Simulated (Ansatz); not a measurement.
Relaxation of Cl4H4SiZr (10 atoms, charge 0, multiplicity 1), to a largest force component of 0.03 eV/Å in at most 50 steps.

Theory: RKS B3LYP-D4/def2-SVP in Ansatz 0.2.0.

```xyz
10
Properties=species:S:1:pos:R:3
Zr -0.472 -0.064 -0.602
Cl -0.069 0.432 3.065
Cl 1.756 0.131 0.134
Cl -1.101 1.698 -1.988
Cl -0.843 -2.131 -1.607
Si -2.632 0.001 0.919
H -3.822 -0.299 0.054
H -2.681 -0.995 2.045
H -2.879 1.339 1.547
H -1.281 -0.110 3.211
```

Question: Where does it end, and by what steps?

Answer: The run converged. The force dipped under the threshold on the way, but the program's further checks kept it going. After 11 steps the energy has fallen by 0.169 eV; H10 moved furthest, 0.64 Å.

```json
{"step": "0", "energy less start (eV)": "0.0000", "largest force component (eV/Å)": "1.018", "accepted": "yes"}
{"step": "1", "energy less start (eV)": "-0.0262", "largest force component (eV/Å)": "0.701", "accepted": "yes"}
{"step": "2", "energy less start (eV)": "-0.0236", "largest force component (eV/Å)": "0.912", "accepted": "no"}
{"step": "3", "energy less start (eV)": "-0.0924", "largest force component (eV/Å)": "0.533", "accepted": "yes"}
{"step": "4", "energy less start (eV)": "-0.1179", "largest force component (eV/Å)": "0.380", "accepted": "yes"}
{"step": "5", "energy less start (eV)": "-0.1381", "largest force component (eV/Å)": "0.222", "accepted": "yes"}
{"step": "6", "energy less start (eV)": "-0.1585", "largest force component (eV/Å)": "0.193", "accepted": "yes"}
{"step": "7", "energy less start (eV)": "-0.1650", "largest force component (eV/Å)": "0.102", "accepted": "yes"}
{"step": "8", "energy less start (eV)": "-0.1685", "largest force component (eV/Å)": "0.023", "accepted": "yes"}
{"step": "9", "energy less start (eV)": "-0.1690", "largest force component (eV/Å)": "0.045", "accepted": "yes"}
{"step": "10", "energy less start (eV)": "-0.1691", "largest force component (eV/Å)": "0.043", "accepted": "yes"}
{"step": "11", "energy less start (eV)": "-0.1692", "largest force component (eV/Å)": "0.018", "accepted": "yes"}
```

```xyz
10
Properties=species:S:1:pos:R:3
Zr -0.536 -0.091 -0.993
Cl -0.110 0.421 3.639
Cl 1.438 0.210 0.212
Cl -1.124 1.677 -2.399
Cl -0.842 -2.227 -1.886
Si -2.574 0.003 0.830
H -3.881 -0.188 0.122
H -2.459 -1.088 1.852
H -2.633 1.308 1.557
H -1.304 -0.024 3.844
```

Whether the end is a true minimum wasn't checked by a vibrational analysis.

The run took 54 s on 4 threads of Arm Neoverse V1, on a shared host, peak memory 0.45 GiB.
